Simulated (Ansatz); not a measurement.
Reaction (cleavage of the Si–B bond): `C=C[SiH2]BF` + `O[SiH](F)F` → `C=C[SiH2]O[SiH](F)F` + `BF`

Program: Ansatz. Geometries: PBE0-D4/def2-TZVP. ΔE: electronic, gas phase. CCSD(T)/CBS adds triple-zeta CCSD(T) − MP2 to the extrapolated MP2 energy (def2 sets, frozen cores). This one scheme is used for every species. DFT in def2-TZVPP. B3LYP here is the variant with VWN-RPA as its local correlation; programs differ in this. One conformer a species, not always the lowest.

| level | ΔE (kJ/mol) |
| --- | --- |
| PBE-D4 | -117.6 |
| B3LYP-D4 | -144.9 |
| ωB97M-V | -142.4 |
| B2PLYP | -143.8 |
| PBE | -113.0 |
| B3LYP | -137.7 |
| HF/def2-TZVPP | -164.9 |
| CCSD/CBS(def2) | -145.3 |

Q: What does CCSD(T)/CBS give? (An estimate is asked.)

A: Ansatz gave: -142.2 kJ/mol. The listed levels differ from it by 24.6, -2.7, -0.2, -1.6, 29.2, 4.5, -22.7, -3.1 kJ/mol.

Largest T1 diagnostic among the species: 0.014.

The D4 term adds −7.2 kJ/mol with B3LYP and −4.4 kJ/mol with PBE0; it sums over pairs of atoms, weighted by their polarisabilities, and B3LYP, whose exchange is more repulsive, gets the larger term. From PBE to PBE0 (25 % exact exchange), in def2-TZVPP and without D4, ΔE moves by −10.3 kJ/mol. In def2-TZVPP, CCSD(T) changes the Hartree–Fock value by +23.8 kJ/mol (the triples alone add +3.1 kJ/mol) and MP2 by +15.8 kJ/mol.

CCSD(T)/CBS has its own doubt, a few kJ/mol and more with outer-core shells, so smaller differences from it don't rank the levels.
